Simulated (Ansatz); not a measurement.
A structure relaxed at PBE0-D4/def2-TZVP, charge 0, multiplicity 1:

Cartesian coordinates in Å:
```
O -1.2063 0.3225 1.4644
Si -0.0233 -0.3098 0.5562
Cl 0.5117 -2.0319 1.4583
C 0.3241 0.0179 -1.1667
O 1.1366 0.6597 -0.0552
H -1.4584 1.2290 1.2727
H -0.2136 0.7607 -1.7522
H 0.9291 -0.6481 -1.7774
```

**Question.** Give its formula and SMILES.

**Answer.** CH3ClO2Si, `O[Si]1(Cl)CO1`.

**Question.** Summarise the bond lengths by kind.

**Answer.** 2 × O–Si 1.620 to 1.631 Å; 1 × H–O 0.960 Å; 1 × Cl–Si 2.016 Å; 1 × C–Si 1.788 Å; 1 × C–O 1.519 Å; 2 × C–H 1.087 to 1.088 Å.

Results of the Gaussian-basis code of Ansatz.
